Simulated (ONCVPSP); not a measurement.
# An all-electron radial function and its pseudo partner (nickel (Ni))

Columns: radius, all-electron u(r) and pseudo u(r) of the 3p shell (level -71.31 eV) of nickel in the configuration [Ne] 3s2 3p6 3d8 4s2; Wu-Cohen, scalar-relativistic, ONCV scheme, ONCVPSP 4.0.1.

| r (bohr) | all-electron | pseudo |
| --- | --- | --- |
| 0.070 | -0.4544 | 0.0368 |
| 0.140 | -0.6357 | 0.1429 |
| 0.210 | -0.3793 | 0.3053 |
| 0.280 | 0.0556 | 0.5042 |
| 0.350 | 0.4835 | 0.7139 |
| 0.420 | 0.8209 | 0.9078 |
| 0.490 | 1.0480 | 1.0628 |
| 0.560 | 1.1744 | 1.1646 |
| 0.630 | 1.2202 | 1.2090 |
| 0.700 | 1.2077 | 1.2017 |
| 0.770 | 1.1565 | 1.1546 |
| 0.840 | 1.0814 | 1.0811 |
| 0.910 | 0.9939 | 0.9937 |
| 0.980 | 0.9015 | 0.9014 |
| 1.050 | 0.8095 | 0.8094 |
| 1.120 | 0.7211 | 0.7210 |
| 1.190 | 0.6383 | 0.6382 |
| 1.260 | 0.5622 | 0.5621 |
| 1.330 | 0.4930 | 0.4929 |
| 1.400 | 0.4309 | 0.4308 |
| 1.470 | 0.3755 | 0.3754 |
| 1.540 | 0.3264 | 0.3263 |
| 1.610 | 0.2831 | 0.2831 |
| 1.680 | 0.2452 | 0.2452 |
| 1.750 | 0.2120 | 0.2120 |
| 1.820 | 0.1831 | 0.1831 |

(1) How many radial nodes do the two functions have?

(2) At about which radius was the pseudo-wave matched?

(3) Is the pseudo-wave norm-conserving?

Results:

(1) The all-electron 3p function has n − l − 1 = 1; the pseudo-wave has 0, since the states of the same l below it are removed with the core.

(2) 0.90 bohr, where the columns begin to agree (steps of 0.07 bohr).

(3) Yes: the ONCV scheme keeps the norm inside the radius equal to the all-electron one, which fixes the energy derivative of the logarithmic derivative at the level.
